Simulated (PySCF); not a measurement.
**Electron correlation in I (iodine, neutral)**

[Kr] 4d10 5s2 5p5, 2P determinant. Computed with PySCF 2.14 in def2-SVP with the def2 core potential (28 electrons), with scalar relativity through the core potential. Frozen: 4s2 4p6 4d10; 7 electrons correlated.

MP2 pair energies summed by pair of shells (mhartree):

| pair | energy | share (%) |
| --- | --- | --- |
| 5p-5p | -51.99 | 66.7 |
| 5s-5p | -21.49 | 27.6 |
| 5s-5s | -4.46 | 5.7 |

Total MP2 correlation energy: -77.94 mhartree.

Same-spin part -20.00 and opposite-spin part -57.94 mhartree; SCS-MP2 scales them by 1/3 and 6/5 to -76.19 mhartree.

```tsv
level	correlation energy (mhartree)
CCSD	-90.47
(T)	-0.78
CCSD(T)	-91.25
```

Diagnostics: T1 = 0.0054, D1 = 0.0184, largest double amplitude 0.051.

Cost of the coupled-cluster step: 0.21 s of wall time on 1 thread of Neoverse-N1 (shared host), for 7 correlated electrons.

Iterations:

```
CC2 = 0
CCSD nocc = (np.int64(4), np.int64(3)), nmo = (17, 17)
frozen orbitals [[0, 1, 2, 3, 4, 5, 6, 7, 8], [0, 1, 2, 3, 4, 5, 6, 7, 8]]
max_cycle = 100
direct = 0
conv_tol = 1e-08
conv_tol_normt = 1e-06
diis_space = 8
diis_start_cycle = 0
Init t2, MP2 energy = -0.0779405313637148
Init E_corr(UCCSD) = -0.0779405313637565
cycle = 1  E_corr(UCCSD) = -0.0879323556166706  dE = -0.00999182425  norm(t1,t2) = 0.032505
cycle = 2  E_corr(UCCSD) = -0.089731241052258  dE = -0.00179888544  norm(t1,t2) = 0.00981394
cycle = 3  E_corr(UCCSD) = -0.0904813926122124  dE = -0.00075015156  norm(t1,t2) = 0.00364104
cycle = 4  E_corr(UCCSD) = -0.090468378343317  dE = 1.30142689e-05  norm(t1,t2) = 0.000309964
cycle = 5  E_corr(UCCSD) = -0.090469929813643  dE = -1.55147033e-06  norm(t1,t2) = 7.29199e-05
cycle = 6  E_corr(UCCSD) = -0.0904696982086197  dE = 2.31605023e-07  norm(t1,t2) = 1.36208e-05
cycle = 7  E_corr(UCCSD) = -0.0904697635921403  dE = -6.53835207e-08  norm(t1,t2) = 2.99926e-06
cycle = 8  E_corr(UCCSD) = -0.0904697494021912  dE = 1.41899491e-08  norm(t1,t2) = 5.18822e-07
cycle = 9  E_corr(UCCSD) = -0.0904697508417001  dE = -1.43950887e-09  norm(t1,t2) = 7.35793e-08
UCCSD converged
E(UCCSD) = -296.740076226485  E_corr = -0.09046975084170009
UCCSD(T) correction = -0.000777711163197069
```
